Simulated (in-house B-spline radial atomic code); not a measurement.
Relativistic effects in the ruthenium ion Ru³⁺, [Kr] 4d5: non-relativistic Hartree-Fock (point nucleus) against Dirac-Hartree-Fock (Fermi nucleus of rms radius 4.4809 fm), both averages of the configuration, computed with an all-electron radial atomic-structure program (B-spline basis).

```json
{"orbital": "1s1/2", "ε NR (Eh)": "-796.85", "ε Dirac (Eh)": "-819.02", "<r> NR (bohr)": "0.03462", "<r> Dirac (bohr)": "0.03343", "change of <r> (%)": "-3.5"}
{"orbital": "2s1/2", "ε NR (Eh)": "-116.51", "ε Dirac (Eh)": "-121.81", "<r> NR (bohr)": "0.1506", "<r> Dirac (bohr)": "0.145", "change of <r> (%)": "-3.7"}
{"orbital": "2p1/2", "ε NR (Eh)": "-107.59", "ε Dirac (Eh)": "-112.28", "<r> NR (bohr)": "0.1292", "<r> Dirac (bohr)": "0.1237", "change of <r> (%)": "-4.3"}
{"orbital": "2p3/2", "ε NR (Eh)": "-107.59", "ε Dirac (Eh)": "-107.44", "<r> NR (bohr)": "0.1292", "<r> Dirac (bohr)": "0.1284", "change of <r> (%)": "-0.6"}
{"orbital": "3s1/2", "ε NR (Eh)": "-22.755", "ε Dirac (Eh)": "-23.805", "<r> NR (bohr)": "0.412", "<r> Dirac (bohr)": "0.4", "change of <r> (%)": "-2.9"}
{"orbital": "3p1/2", "ε NR (Eh)": "-19.191", "ε Dirac (Eh)": "?", "<r> NR (bohr)": "0.4061", "<r> Dirac (bohr)": "?", "change of <r> (%)": "?"}
{"orbital": "3p3/2", "ε NR (Eh)": "-19.191", "ε Dirac (Eh)": "-19.206", "<r> NR (bohr)": "0.4061", "<r> Dirac (bohr)": "0.404", "change of <r> (%)": "-0.5"}
{"orbital": "3d3/2", "ε NR (Eh)": "-12.684", "ε Dirac (Eh)": "-12.617", "<r> NR (bohr)": "0.3825", "<r> Dirac (bohr)": "0.381", "change of <r> (%)": "-0.4"}
{"orbital": "3d5/2", "ε NR (Eh)": "-12.684", "ε Dirac (Eh)": "-12.454", "<r> NR (bohr)": "0.3825", "<r> Dirac (bohr)": "0.3844", "change of <r> (%)": "+0.5"}
{"orbital": "4s1/2", "ε NR (Eh)": "-4.5492", "ε Dirac (Eh)": "-4.7343", "<r> NR (bohr)": "1.043", "<r> Dirac (bohr)": "1.017", "change of <r> (%)": "-2.5"}
{"orbital": "4p1/2", "ε NR (Eh)": "-3.3694", "ε Dirac (Eh)": "-3.5024", "<r> NR (bohr)": "1.125", "<r> Dirac (bohr)": "1.096", "change of <r> (%)": "-2.5"}
{"orbital": "4p3/2", "ε NR (Eh)": "-3.3694", "ε Dirac (Eh)": "-3.3676", "<r> NR (bohr)": "1.125", "<r> Dirac (bohr)": "1.122", "change of <r> (%)": "-0.2"}
{"orbital": "4d3/2", "ε NR (Eh)": "-1.6411", "ε Dirac (Eh)": "-1.6285", "<r> NR (bohr)": "1.422", "<r> Dirac (bohr)": "1.426", "change of <r> (%)": "+0.3"}
{"orbital": "4d5/2", "ε NR (Eh)": "-1.6411", "ε Dirac (Eh)": "?", "<r> NR (bohr)": "1.422", "<r> Dirac (bohr)": "?", "change of <r> (%)": "?"}
```

Task: What happens to 3p1/2?

Result: Its energy goes to -20.056 hartree and <r> to 0.3939 bohr (-3.01 %).

Task: What happens to 4d5/2?

Result: Its energy goes to -1.6137 hartree and <r> to 1.439 bohr (+1.17 %).

Task: What explains the pattern of contraction and expansion?

Result: Expansion is seen in 3d5/2, 4d3/2, 4d5/2. The s and p1/2 orbitals contract directly, screen the nucleus better, and so push out orbitals that have little density near the nucleus; spin-orbit coupling adds to this for j = l + 1/2 and opposes it for j = l - 1/2.

Task: By how much does the total energy change?

Result: By -87.829 hartree, from -4439.566 to -4527.395.
